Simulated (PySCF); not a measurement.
hydrogen sulfate (HO4S), SMILES O=S(=O)([O-])O, charge -1.

Geometry: PBE-D3(BJ)/def2-SVPD. One conformer was computed; it need not be the lowest.

Level of theory: PBE-D3(BJ)/def2-SVPD (PySCF).

Frequencies are harmonic and unscaled.

Computed harmonic wavenumbers and intensities:
```json
[
 {"mode": "1", "ν (cm⁻¹)": "91", "IR (km/mol)": "58.6", "moving atoms (share of kinetic energy)": "H 84 %, O 16 %"},
 {"mode": "2", "ν (cm⁻¹)": "339", "IR (km/mol)": "3.4", "moving atoms (share of kinetic energy)": "O 91 %"},
 {"mode": "3", "ν (cm⁻¹)": "339", "IR (km/mol)": "4.4", "moving atoms (share of kinetic energy)": "O 87 %, H 12 %"},
 {"mode": "4", "ν (cm⁻¹)": "482", "IR (km/mol)": "8.0", "moving atoms (share of kinetic energy)": "O 90 %, S 9 %"},
 {"mode": "5", "ν (cm⁻¹)": "487", "IR (km/mol)": "18.2", "moving atoms (share of kinetic energy)": "O 81 %, S 14 %"},
 {"mode": "6", "ν (cm⁻¹)": "496", "IR (km/mol)": "25.1", "moving atoms (share of kinetic energy)": "O 80 %, S 20 %"},
 {"mode": "7", "ν (cm⁻¹)": "635", "IR (km/mol)": "248.0", "moving atoms (share of kinetic energy)": "S 52 %, O 47 %"},
 {"mode": "8", "ν (cm⁻¹)": "947", "IR (km/mol)": "61.4", "moving atoms (share of kinetic energy)": "O 87 %, S 11 %"},
 {"mode": "9", "ν (cm⁻¹)": "1037", "IR (km/mol)": "167.9", "moving atoms (share of kinetic energy)": "H 60 %, O 33 %"},
 {"mode": "10", "ν (cm⁻¹)": "1172", "IR (km/mol)": "337.8", "moving atoms (share of kinetic energy)": "O 55 %, S 45 %"},
 {"mode": "11", "ν (cm⁻¹)": "1187", "IR (km/mol)": "277.4", "moving atoms (share of kinetic energy)": "S 39 %, O 36 %, H 25 %"},
 {"mode": "12", "ν (cm⁻¹)": "3706", "IR (km/mol)": "33.6", "moving atoms (share of kinetic energy)": "H 94 %"}
]
```
